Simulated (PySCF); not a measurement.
C2H5I, SMILES CCI. Atoms are numbered in the order given.

```xyz
8

C     -0.4244     2.4145     0.0000
C      0.6907     1.3989     0.0000
I     -0.0402    -0.6392     0.0000
H     -1.0624     2.3176     0.8903
H      0.0080     3.4294     0.0000
H     -1.0624     2.3176    -0.8903
H      1.3252     1.4657     0.8928
H      1.3252     1.4657    -0.8928
```
Charge 0, spin multiplicity 1.

Geometry optimised at PBE0-D3(BJ)/def2-SVP. The def2 effective core potentials stand for the cores of I; spin–orbit coupling is left out.

Level of theory: PySCF 2.14.0 with PBE0-D3(BJ)/def2-SVP.

Frequencies are harmonic and unscaled.

| mode | ν (cm⁻¹) | IR (km/mol) | Raman (Å⁴/amu) | depolarisation | moving atoms (share of kinetic energy) |
|---|---|---|---|---|---|
| 1 | 261 | 1.2 | 3.8 | 0.41 | C 61 %, H 26 %, I 12 % |
| 2 | 264 | 0.0 | 0.0 | – | H 93 % |
| 3 | 517 | 7.2 | 28.3 | 0.27 | C 71 %, H 20 %, I 8 % |
| 4 | 746 | 7.6 | 0.4 | 0.75 | H 88 %, C 11 % |
| 5 | 976 | 15.3 | 4.7 | 0.59 | H 71 %, C 29 % |
| 6 | 988 | 0.1 | 5.8 | 0.75 | H 88 %, C 12 % |
| 7 | 1088 | 0.2 | 5.2 | 0.71 | C 67 %, H 33 % |
| 8 | 1228 | 82.6 | 11.7 | 0.40 | H 77 %, C 23 % |
| 9 | 1245 | 0.6 | 2.6 | 0.75 | H 77 %, C 23 % |
| 10 | 1390 | 5.3 | 8.6 | 0.65 | H 79 %, C 21 % |
| 11 | 1455 | 11.9 | 16.5 | 0.75 | H 97 % |
| 12 | 1457 | 2.0 | 5.9 | 0.75 | H 88 %, C 12 % |
| 13 | 1470 | 2.3 | 15.5 | 0.74 | H 96 % |
| 14 | 3054 | 15.2 | 202.6 | 0.08 | H 97 % |
| 15 | 3123 | 3.9 | 115.6 | 0.13 | H 94 % |
| 16 | 3147 | 8.1 | 114.3 | 0.63 | H 91 %, C 9 % |
| 17 | 3169 | 4.7 | 83.0 | 0.75 | H 90 %, C 10 % |
| 18 | 3203 | 1.5 | 37.5 | 0.75 | H 90 %, C 10 % |
